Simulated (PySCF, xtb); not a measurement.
Si(F)2(vinyl)(OH) (C2H4F2OSi), SMILES C=C[Si](O)(F)F.

GFN2-xTB in xtb at its own geometry gives an orbital gap of 4.93 eV and a dipole moment of 2.00 D.

Geometry optimised at B3LYP-D3(BJ)/def2-SVP. This is a generated structure with no PubChem entry under its InChIKey; it may be hypothetical. One conformer was computed; it need not be the lowest.

Q: What does ωB97X/def2-TZVP (PySCF) give? (An estimate is asked for; the answer gives what the named calculation found.)

A: gap 12.20 eV (levels -10.94 and 1.26 eV), dipole 1.61 D.
